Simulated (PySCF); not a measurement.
# A small calculation by hand: oscillator strength and radiative lifetime

Si(F)3(OH) (F3HOSi), SMILES O[Si](F)(F)F.

Geometry: PBE-D3(BJ)/def2-SVP. The values are those of a single conformer.

PySCF 2.14.0 with TDDFT-PBE0/def2-SVPD puts the first singlet state with f over 0.02 at 8.62 eV (vertical), with the transition dipole (0.000, 0.000, -0.404) in atomic units.

Task: Find the oscillator strength, the wavelength and the radiative lifetime that this transition would have in vacuum if emission retraced absorption.

Result: 
|μ|² = 0.1632 au, so |μ| = 1.03 D. ΔE = 8.62/27.211 = 0.3168 hartree. f = (2/3) ΔE |μ|² = 0.034 (the program prints 0.035).
λ = 1239.84/8.62 = 144 nm; ν = 69525 cm⁻¹.
Einstein's coefficient A = 0.6670 ν² f s⁻¹ (ν in cm⁻¹) = 1.1e8 s⁻¹, so τ = 1/A = 9.0 ns. This state is S1. The figure is the radiative limit of this one transition; relaxation, internal conversion, crossing to triplets and a medium change what is measured.
